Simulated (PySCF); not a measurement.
Match the calculated data to a structure.

All candidates are C7H8O3S.

* 1H NMR: chemical shifts (computed TMS as zero) by class: 8.19 (2 H), 7.91 (1 H), 7.83 (2 H), 4.05 (3 H) ppm [GIAO PBE0/pcSseg-1]
* 13C NMR: chemical shifts (computed TMS as zero) by class: 144.4 (1 C), 139.8 (1 C), 134.1 (2 C), 133.8 (2 C), 49.0 (1 C) ppm [GIAO PBE0/pcSseg-1]
* NMR, other nuclei: isotropic shieldings of nuclei other than C and H, by class: 133 (2 O), 148 (1 O), 183 (1 S) ppm [GIAO PBE0/pcSseg-1]
* Dipole: 3.62 D [PBE0/pcSseg-1]
* Rotational structure: rotational constants A, B, C: 2.199, 0.652, 0.616 GHz [GFN2-xTB]

The electronic properties come from PySCF, for the isolated species, density fitting. Levels stand in brackets. Isolated species at its GFN2-xTB geometry (one conformer only). NMR values are class means; diastereotopic atoms form classes of their own.

**Question.** Which candidate is it?
A. `COS(=O)(=O)c1ccccc1`
B. `CC#CC#C[C@@H](C)S(=O)(=O)O`
C. `CS(=O)(=O)Oc1ccccc1`

**Answer.** A. It is `COS(=O)(=O)c1ccccc1`. Numbering: `[CH3:1][O:2][S:3](=[O:4])(=[O:5])[c:6]1[cH:7][cH:8][cH:9][cH:10][cH:11]1`. 7 carbons fall into 5 classes; from least to most shielded: substituted aromatic carbon [C6] (144.4 ppm), aromatic CH carbon [C9] (139.8 ppm), aromatic CH carbon [C8/C10] (134.1 ppm, 2 C), aromatic CH carbon [C7/C11] (133.8 ppm, 2 C), methoxy carbon [C1] (49.0 ppm). Hydrogen classes from least to most shielded: 2 H on the ortho carbons, C7/C11 (8.19 ppm), 1 H on the para carbon, C9 (7.91 ppm), 2 H on the meta carbons, C8/C10 (7.83 ppm), 3 H on a methoxy carbon, C1 (4.05 ppm). The other shieldings belong to: 133 ppm, sulfonyl oxygen [O4/O5]; 148 ppm, oxygen bonded to C and S [O2]; 183 ppm, sulfonyl sulfur [S3]. By its constants the optimised geometry is an asymmetric top.

The others, at the same levels:
- `CS(=O)(=O)Oc1ccccc1` fails: its computed 13C shifts are 156.8 (1 C), 134.9 (2 C), 129.1 (1 C), 122.7 (2 C), 46.2 (1 C) ppm, 1H shifts are 7.70 (2 H), 7.68 (2 H), 7.42 (1 H), 2.98 (3 H) ppm and rotational constant A is 2.586 GHz (against 2.199 GHz).
- `CC#CC#C[C@@H](C)S(=O)(=O)O` fails: it has 7 carbon classes against 5; its computed 13C shifts are 85.7 (1 C), 83.1 (1 C), 71.6 (1 C), 70.7 (1 C), 59.3 (1 C), 18.4 (1 C), 5.5 (1 C) ppm, 1H shifts are 4.48 (1 H), 3.99 (1 H), 2.19 (3 H), 1.80 (3 H) ppm and rotational constant A is 2.348 GHz (against 2.199 GHz).

Each candidate is one conformer, not necessarily the lowest. The conformers computed, where there is a choice (atom-mapped SMILES and torsion angles):
- `[CH3:1][O:2][S:3](=[O:4])(=[O:5])[c:6]1[cH:7][cH:8][cH:9][cH:10][cH:11]1`: C1–O2–S3–O4 -64°, O2–S3–C6–C7 -89°
- `[CH3:1][S:2](=[O:3])(=[O:4])[O:5][c:6]1[cH:7][cH:8][cH:9][cH:10][cH:11]1`: C1–S2–O5–C6 180°, S2–O5–C6–C7 180°
- `[CH3:1][C:2]#[C:3][C:4]#[C:5][C@@H:6]([CH3:7])[S:8](=[O:9])(=[O:10])[OH:11]`: C5–C6–S8–O9 -71°, H–O11–S8–C6 -124°
